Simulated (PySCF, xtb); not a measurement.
Si(OH)4 (H₄O₄Si), SMILES O[Si](O)(O)O.

Geometry: B3LYP-D3(BJ)/def2-SVP. The isomer is the one that the SMILES or the coordinates give; other isomers of the formula were not compared. Other conformers were not sampled.

Computed with C-PCM-M06-2X/def2-SVP (PySCF 2.14.0).

The values are the electrostatic part of the solvation free energy, E(continuum) − E(gas) at the gas-phase geometry, in a cavity of scaled van der Waals radii (PySCF's table); cavitation and dispersion terms are not included. In vacuum the orbital gap is 12.30 eV. The dipole moment in vacuum is 0.00 D.

Computed values in water (ε = 78.36), dimethylsulfoxide (ε = 46.83), acetonitrile (ε = 35.69):
```csv
solvent,ε,ΔG(elec) (kcal/mol),dipole (D),gap (eV)
water,78.36,-11.6,0.00,12.57
dimethylsulfoxide,46.83,-11.5,0.00,12.57
acetonitrile,35.69,-11.4,0.00,12.57
```

For comparison, GFN2-xTB/ALPB(water) (xtb, at the GFN2-xTB geometry, all terms of that model) gives -15.3 kcal/mol.
